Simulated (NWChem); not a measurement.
Molecule: C2H2F3, doublet; SMILES [C](F)(F)CF

```xyz
7

F     -1.4588     0.0895     0.9811
C     -1.0314    -0.2038    -0.3178
C      0.4409    -0.0751    -0.4762
F      0.9596     1.1531    -0.3931
F      1.2033    -0.9613     0.1701
H     -1.3248    -1.2462    -0.5656
H     -1.5280     0.4941    -1.0251
```
Atoms are numbered in this order, from 1.

All runs: NWChem. Spin-unrestricted. All runs use the structure optimised with PBE-D3(BJ)/def2-SVP, spin-unrestricted. No stability test was run on the SCF state. Fermi-contact couplings, non-relativistic, static geometry.

For level B3LYP/IGLO-III:

```
Quantity                 Value
-----------------------  -----
A(iso) 13C atom 2 (MHz)   83.4
```

**Question.** Estimate the same quantities for level PBE0/IGLO-III.

**Answer.** 
- A(iso) 13C atom 2 (MHz) = 77.9
